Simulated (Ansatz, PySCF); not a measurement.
Molecule: C3H5Cl, net charge 0, singlet state. SMILES: C(Cl)C=C
Geometry from a B3LYP-D3(BJ)/def2-TZVP (Ansatz, a program for electronic structure) optimisation:
```
C
C 1 1.3264
H 2 1.0820 1 121.55
H 2 1.0839 3 116.93 1 179.92
H 1 1.0848 2 120.45 3 -0.89
C 1 1.4857 5 116.06 2 -179.76
H 6 1.0868 1 112.06 5 178.85
H 6 1.0881 7 109.69 1 125.24
Cl 6 1.8209 7 106.56 8 113.26
```
Charge 0, spin multiplicity 1.

Quantity: atomisation energy (electronic, to ground-state atoms), in kcal/mol. Cores are frozen in the correlated levels unless marked. UHF or UKS for open shells. Spin-orbit coupling is left out. Non-relativistic. The coupled-cluster limit lacks core correlation, which all-electron functionals hold. CBS(X,Y): correlation extrapolated as X^-3; Hartree-Fock from the larger set.

| level | program | atomisation energy (kcal/mol) |
|---|---|---|
| HF/6-31G | Ansatz | 589.3 |
| HF/6-31G* | Ansatz | 621.0 |
| HF/def2-TZVPD | PySCF | 623.6 |
| B97M-V/def2-TZVPD | Ansatz | 839.2 |

Q: What does CCSD(T)/CBS(cc-pV(T+d)Z,cc-pV(Q+d)Z) (Ansatz) give?

A: 837.0 kcal/mol
